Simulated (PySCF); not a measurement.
## A computed series [M(OH)3(H2O)]+

Computed with PySCF 2.14.0, PBE0, def2-SVP on the ligands, density fitting, scalar-relativistic core potentials, no spin-orbit coupling, vacuum. Each member is relaxed from one template within its symmetry. Distances are means of the shortest metal–ligand contacts, charges and spins Mulliken's; removal energies are rigid, with the ligand's formal charge and no counterpoise, so too large; for an anion taken off a cation in vacuum most of it is the attraction of opposite charges, and multiply charged cations can part far more cheaply with an electron moved from ligand to metal. lcecp potentials hold a fixed number of 4f electrons in the core, out of states, spins and gaps.

```tsv
metal	basis on the metal	point group	M–OH (Å)	M–H2O (Å)	charge on M (e)	removal of one OH (eV)	strongest infrared band, degenerate modes summed (cm⁻¹)	unstable modes (below −25 cm⁻¹)
Ce	lcecp-2-SVP with ECP46	C1	2.019	2.463	1.61	16.82	3922	0 (lowest -17 cm⁻¹, within noise)
Pr	lcecp-2-SVP with ECP47	C1	2.012	2.440	1.48	16.96	3922	0
Tb	lcecp-2-SVP with ECP53	C1	1.944	2.319	1.44	17.51	3929	0
Dy	lcecp-2-SVP with ECP54	C1	1.936	2.302	1.41	17.59	–	not given
Hf	def2-SVP with ECP60	C1	1.894	2.219	1.31	17.98	3962	0
Pb	def2-SVP with ECP60	C1	2.042	2.322	1.23	17.95	–	not given
```

Task: A further member has point group C1, M–OH (Å) 1.999, M–H2O (Å) 2.418, charge on M (e) 1.50, removal of one OH (eV) 17.05, strongest infrared band, degenerate modes summed (cm⁻¹) 3922, unstable modes (below −25 cm⁻¹) 0 (lowest -4 cm⁻¹, within noise). Which metal is it?

Result: Nd, lcecp-2-SVP with ECP48. This is one of several that fit.

From Ce to Dy the M–OH distance shrinks by 0.08 Å, the lanthanide contraction, and the energy to remove one OH rises by 0.77 eV.

Members with unstable modes aren't minima as they stand: saddle points kept by symmetry or, where the modes are soft, flat surfaces and noise. One start shape was tried for each, so a minimum needn't be the lowest isomer. Oxidation states forced by the potential, rare, strongly oxidising or of another configuration in reality: [Pr(OH)3(H2O)]+, [Nd(OH)3(H2O)]+, [Tb(OH)3(H2O)]+, [Dy(OH)3(H2O)]+.
